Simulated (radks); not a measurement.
Valence configurations of Xe3+ (all share [Kr]). Calculated with a radial shooting solver on a logarithmic mesh with Libxc functionals: scalar-relativistic Kohn-Sham, PBE, spin-polarised, spherical densities, finite nucleus; open shells are filled with parallel spins first (spin-orbit coupling, left out, can overturn this in heavy ions); Fermi nuclear charge, rms radius 4.7859 fm. Energies are relative to 4d10 5s2 5p3; eigenvalues in eV for spin up.

| valence | E (eV) | moment (Bohr magnetons) | e(4d) | e(5p) | e(5s) |
|---|---|---|---|---|---|
| 4d10 5s2 5p3 | 0.000 | 3 | -92.953 | -38.077 | -51.336 |
| 4d10 5s1 5p4 | 13.399 | 3 | -94.295 | -38.692 | -52.122 |
| 4d10 5p5 | 28.722 | 1 | -95.486 | -38.599 | - |
| 4d9.5 5s2 5p3.5 | 29.180 | 3 | -96.960 | -38.957 | -52.571 |
| 4d9 5s2 5p4 | 59.473 | 3 | -100.96 | -39.813 | -53.780 |
| 4d8.5 5s2 5p4.5 | 90.885 | 3 | -104.95 | -40.650 | -54.964 |
| 4d8.5 5s1 5p5.5 | 105.11 | 3 | -106.21 | -41.226 | -55.700 |
| 4d8 5s2 5p5 | 123.42 | 3 | -108.93 | -41.471 | -56.126 |
| 4d8 5s1 5p6 | 137.92 | 3 | -110.17 | -42.036 | -56.846 |
| 4d7 5s2 5p6 | 191.87 | 3 | -116.88 | -43.073 | -58.393 |

NIST lists [Kr] 4d10 5s2 5p3 as the ground configuration; this level of theory agrees among the configurations tried. The energies are those of spherical high-spin densities, not of single terms.
